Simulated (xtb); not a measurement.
B(Cl)(F)(SiH3) (BClFH₃Si), SMILES [SiH3]B(F)Cl. All values are semi-empirical tight-binding results from xtb (GFN2-xTB unless named), good for trends rather than for accurate numbers. Geometry: GFN2-xTB.

| Item | Result |
|---|---|
| orbital gap | 3.33 eV |
| dipole moment | 0.53 D |
| zero-point energy | 19.2 kcal/mol |
| G − E(el) at 298.15 K (modified RRHO) | -0.3 kcal/mol |
| static polarisability (D4 model) | 57.3 bohr³ |
| solvation energy, GFN2-xTB/ALPB(water) | -0.6 kcal/mol |
| solvation energy, GFN2-xTB/ALPB(hexane) | -2.6 kcal/mol |
